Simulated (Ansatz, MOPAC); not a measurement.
Spectroscopic constants of AsN, closed-shell singlet (the spin of the measured ground state). No spin–orbit coupling. As is treated without relativity.

The constants come from a fifth-degree fit in 1/R (seven points, main isotopes). In def2 and cc sets the state is the lowest found near the PBE0 minimum, followed along R. The singlet is held restricted.

Correlated levels freeze the inner cores; with def2 sets outer-core shells near the valence are correlated too. CBS: X⁻³ extrapolation of the correlation energy, Hartree–Fock from the larger set. The state that AM1 reach isn't checked.

Codes used: Ansatz (a first-principles code); MOPAC for AM1 (differences of heats of formation). Values without a source in brackets are computed.

Question: What bond length and harmonic frequency does AM1 give?

Answer: r_e = 1.577 Å, ω_e = 1149 cm⁻¹.

Question: What bond length and harmonic frequency does CAM-B3LYP/def2-TZVPP give, and what D_e (from each atom's lowest state at the same level)?

Answer: r_e = 1.595 Å, ω_e = 1194 cm⁻¹, D_e = 4.76 eV.

Question: What bond length and harmonic frequency does CCSD(T)/CBS(def2-TZVPP, def2-QZVPP) give, and what D_e (from each atom's lowest state at the same level)?

Answer: r_e = 1.617 Å, ω_e = 1094 cm⁻¹, D_e = 5.05 eV.

Measured for the ground state: ω_e 1068.5 cm-1, ω_e x_e 5.41 cm-1, B_e 0.54551 cm-1, α_e 0.003366 cm-1 [NIST CCCBDB]. D_0 5.03 ± 0.022 eV (a handbook's tabulated 298 K bond energy less 3RT/2; such tables hold older values) [Luo, bond dissociation energies, CRC Handbook].

Doubts at one or more of the structures used: a restricted determinant that unrestricted orbitals would lower (CCSD(T)/CBS(def2-TZVPP, def2-QZVPP)).
